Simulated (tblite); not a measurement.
C7H8NP.
Atom-mapped SMILES: `[NH:1]=[P@@:2]12[CH:3]=[CH:4][C@@H:5]([CH:6]=[CH:7]1)[CH:8]=[CH:9]2` (hydrogens: H10 on N1; H11 on C3; H12 on C4; H13 on C5; H14 on C6; H15 on C7; H16 on C8; H17 on C9)

The geometry is computed with GFN2-xTB (gas phase).

Problem. List the bond lengths, angles and torsions at this level.

Solution. 
```json
{"bond": "N1=P2", "length (Å)": "1.551"}
{"bond": "P2–C3, P2–C7", "length (Å)": "1.834"}
{"bond": "C3=C4, C6=C7, C8=C9", "length (Å)": "1.323"}
{"bond": "C4–C5, C5–C6, C5–C8", "length (Å)": "1.513"}
{"bond": "P2–C9", "length (Å)": "1.802"}
{"bond": "N1–H10", "length (Å)": "1.010"}
{"bond": "C3–H11, C7–H15, C9–H17", "length (Å)": "1.078"}
{"bond": "C4–H12, C6–H14, C8–H16", "length (Å)": "1.079"}
{"bond": "C5–H13", "length (Å)": "1.091"}
```

Bonds in one row agree within 0.01 Å and their mean is given. A selection of angles:
```json
{"angle": "N1–P2–C3", "degrees": "125.4"}
{"angle": "N1–P2–C9", "degrees": "110.7"}
{"angle": "C3–P2–C7", "degrees": "95.2"}
{"angle": "C3–P2–C9", "degrees": "96.8"}
{"angle": "P2–C3–C4", "degrees": "113.8"}
{"angle": "C3–C4–C5", "degrees": "117.9"}
{"angle": "C4–C5–C6", "degrees": "107.8"}
{"angle": "H10–N1–P2", "degrees": "116.5"}
```

Torsions: N1–P2–C3–C4 -169° (antiperiplanar); P2–C3–C4–C5 -1° (synperiplanar); C3–C4–C5–C6 -58° (synclinal); C4–C5–C6–C7 58° (synclinal); C5–C6–C7–P2 1° (synperiplanar); C4–C5–C8–C9 -58° (synclinal); C5–C8–C9–P2 0° (synperiplanar); N1–P2–C7–C6 169° (antiperiplanar); N1–P2–C9–C8 180° (antiperiplanar); H10–N1–P2–C3 -65° (synclinal).

The 6-membered ring P2–C3–C4–C5–C6–C7 has internal angles of 95.2° to 117.9°; it is puckered, 0.36 Å rms from its mean plane, widest ring torsion 58°. N1 (nitrogen bonded to P and H) is bent (angle 116.5°). P2 (phosphorus bonded to 3 C and N) has angles from 95.2° to 125.4°. The 6-membered ring P2–C7–C6–C5–C8–C9 has internal angles of 96.8° to 118.3° (sum 668°, against 720° for a flat polygon); it is puckered, 0.35 Å rms from its mean plane, widest ring torsion 58°. The 3 C–P bonds span 1.802 Å (P2–C9, drawn single) to 1.834 Å (P2–C3, drawn single), a spread of 0.032 Å. The 6-membered ring P2–C3–C4–C5–C8–C9 has internal angles of 96.8° to 118.3°; it is puckered, 0.35 Å rms from its mean plane, widest ring torsion 58°. The C–C distances run from 1.323 Å (C8=C9, drawn double) to 1.516 Å (C5–C8, drawn single), a spread of 0.193 Å.

Point group: Cs (tolerance 0.08 Å). Its GFN2-xTB frequencies are all real (lowest 226 cm⁻¹).
